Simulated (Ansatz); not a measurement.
Lin (charge +1): PBE0/def2-TZVP single points in Ansatz on relaxed structures, gas phase. Each cluster is the lowest isomer that a short search found in that spin, judged at the geometry's level, and lower ones may exist. HOMO and LUMO are taken over both spins. Singlets are spin-restricted. The spins of the ions were chosen, not always searched. A dash marks a value that wasn't run or was left out as unsound. The structures are stationary points that may keep the symmetry of their start. Remarks come from the PBE and PBE0 runs and from stability tests at other levels; not every state was tested. HOMO above LUMO (over both spins in singlets and doublets, within one spin in higher multiplets; at PBE or PBE0), or a gap under 0.15 eV within one spin, warns that the state may not be the lowest or that an electron is smeared out.

(1) Estimate the order by HOMO (eV), lowest first.
A. Li7⁺ (singlet)
B. Li8⁺ (doublet; reduced ion singlet)
C. Li6⁺ (doublet; reduced ion singlet)
D. Li9⁺ (singlet)
E. Li19⁺ (singlet)
F. Li14⁺ (doublet)
G. Li3⁺ (singlet)
H. Li4⁺ (doublet; reduced ion singlet)
I. Li10⁺ (doublet; reduced ion triplet)
J. Li11⁺ (singlet)

(1) G (-8.62), H (-7.57), A (-7.25), C (-7.07), D (-6.90), B (-6.84), J (-6.12), E (-6.06), F (-5.99), I (-5.91).

In full:

| species | atoms | state | geometry | HOMO (eV) | LUMO (eV) | gap (eV) | vertical EA (eV) | lowest of the spins relaxed | point group (within 0.1 Å) | remarks |
| --- | --- | --- | --- | --- | --- | --- | --- | --- | --- | --- |
| Li3⁺ | 3 | singlet | r2SCAN/def2-TZVP | -8.62 | -5.27 | 3.35 | 4.16 | singlet, of singlet/triplet | D3h | gap within one spin near zero at PBE or PBE0 (quintet), HOMO above LUMO (quintet) |
| Li4⁺ | 4 | doublet; reduced ion singlet | B3LYP/def2-TZVP | -7.57 | -5.70 | 1.87 | 4.52 | doublet, of doublet/quartet | D2h | – |
| Li6⁺ | 6 | doublet; reduced ion singlet | PBE0/def2-TZVP | -7.07 | -5.20 | 1.87 | – | doublet, of doublet/quartet | C2v | restricted singlet, untested (neutral singlet) |
| Li7⁺ | 7 | singlet | PBE/def2-TZVP | -7.25 | -5.05 | 2.21 | 4.00 | – | D5h | restricted SCF unstable in HF |
| Li8⁺ | 8 | doublet; reduced ion singlet | PBE/def2-TZVP | -6.84 | -5.12 | 1.72 | 4.12 | – | – | – |
| Li9⁺ | 9 | singlet | PBE0/def2-TZVP | -6.90 | -4.51 | 2.38 | 3.52 | – | D4d | restricted SCF unstable in HF |
| Li10⁺ | 10 | doublet; reduced ion triplet | PBE0/def2-TZVP | -5.91 | -4.66 | 1.25 | 3.69 | – | – | spin-contaminated (⟨S²⟩ up to 0.87), gap within one spin near zero at PBE or PBE0 (neutral triplet) |
| Li11⁺ | 11 | singlet | r2SCAN/def2-SVP | -6.12 | -4.42 | 1.70 | 3.51 | – | Cs | restricted SCF unstable in HF, gap within one spin near zero at PBE or PBE0 (neutral doublet), spin-contaminated (⟨S²⟩ up to 0.84) (neutral doublet) |
| Li14⁺ | 14 | doublet | PBE/def2-SVP | -5.99 | -4.59 | 1.40 | – | – | Cs | spin-contaminated (⟨S²⟩ up to 0.85) |
| Li19⁺ | 19 | singlet | PBE/def2-SVP | -6.06 | -4.58 | 1.49 | – | – | Cs | restricted SCF unstable in HF |

The gap (eV) runs from 1.25 (Li10⁺) to 3.35 (Li3⁺). It doesn't follow size steadily. The vertical EA (eV) runs from 3.51 (Li11⁺) to 4.52 (Li4⁺). It alternates from one size to the next.
